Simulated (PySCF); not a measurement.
Sb(TeH)3 (H3SbTe3), SMILES [TeH][Sb]([TeH])[TeH].

The structure is a stationary point at PBE-D3(BJ)/def2-SVP. The structure was generated by enumeration; whether it is a known compound was not checked. The def2 effective core potentials stand for the cores of Sb, Te; spin–orbit coupling is left out.

Two levels are set side by side: TDDFT-PBE/def2-SVPD (PySCF) and TDDFT-LC-ωPBE/def2-SVPD (PySCF). Vertical, same geometry. The lowest singlet is HOMO→LUMO+1 66 %, HOMO→LUMO 30 % with PBE and HOMO→LUMO 62 %, HOMO→LUMO+2 14 % with the other functional; states are paired by order. Differences are taken from unrounded values.

```json
[
 {"quantity": "lowest singlet excitation (eV)", "TDDFT-PBE": "2.54"},
 {"quantity": "lowest triplet excitation (TDA) (eV)", "TDDFT-PBE": "2.23"}
]
```

Problem. These are the TDDFT-PBE values. What does TDDFT-LC-ωPBE give? (Estimate from the structure and the level; the computed values follow.)

Solution. 
```csv
quantity,TDDFT-LC-ωPBE,TDDFT-PBE minus TDDFT-LC-ωPBE
lowest singlet excitation (eV),3.19,-0.65
lowest triplet excitation (TDA) (eV),2.68,-0.45
```

A lower first singlet is the usual sign of a functional without exact exchange. Differences between two approximate levels are no errors against the true value.

Rough cost on one machine, each run with all the roots and properties that it gave: TDDFT-LC-ωPBE against TDDFT-PBE about 6 times.
